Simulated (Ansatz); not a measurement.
Consider the ligand exchange at a B–N bond: `CN(C)B(F)F` + H₂Se → `FB(F)[SeH]` + `CNC`.

Isolated molecules relaxed with PBE0-D4/def2-TZVP in Ansatz; ΔE leaves out vibrations. CCSD(T)/CBS adds triple-zeta CCSD(T) − MP2 to the extrapolated MP2 energy (def2 sets, frozen cores). DFT in def2-TZVPP. For Se outer-core shells are correlated without core-valence functions, which leaves a few kJ/mol of doubt a bond. Scalar relativity is left out up to krypton. One conformer a species, not always the lowest.

```tsv
level	ΔE (kJ/mol)
revPBE-D4	62.3
PBE	62.1
SCS-MP2/def2-TZVPP	71.4
CCSD/def2-TZVPP	74.4
```

**Question.** What does CCSD(T)/CBS give? (Estimate.)

**Answer.** Ansatz gave: +71.3 kJ/mol. The listed levels differ from it by -9.0, -9.2, 0.1, 3.1 kJ/mol.

Largest T1 diagnostic among the species: 0.012.

At CCSD(T), def2-SVP lies +15.7 kJ/mol from the extrapolated value and def2-TZVPP +1.3 kJ/mol. Leaving LDA and LC-ωPBE aside and taking each functional with its dispersion term where it has one, the values, not all of them listed here, spread over 18.0 kJ/mol, from revPBE-D4 to CAM-B3LYP-D4. LDA lies +16.8 kJ/mol from PBE without D4.
